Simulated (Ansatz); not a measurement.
Basis-set extrapolation for CH$_{4}$ClFOSi (`O[SiH2]C(F)Cl`) (PBE0-D4/def2-TZVP geometry, frozen core, the Gaussian-basis code of Ansatz). Multiplicity 1, RHF reference.

```
                      def2-TZVPP   def2-QZVPP
                 HF  -963.087113  -963.118993
    MP2 correlation    -0.967619    -1.052465
CCSD(T) correlation    -1.044389      not run
```

Energies in hartree. Use E(X) = E(∞) + A·exp(−7.88·√X) for Hartree–Fock and E(X) = E(∞) + B·X^(−2.97) for correlation, with X = 3 and 4, and add CCSD(T) minus MP2 of the smaller set to the MP2 limit.

Task: What is the CCSD(T) energy at the basis-set limit?

Result: HF limit: -963.118993 + (-0.031880) × 0.13774 = -963.12338. MP2 limit: -1.052465 + (-0.084846) × 0.74074 = -1.11531. Higher-order term: -1.044389 − (-0.967619) = -0.07677. Total: -964.31546 hartree, 483.0 kJ/mol below CCSD(T)/def2-TZVPP.
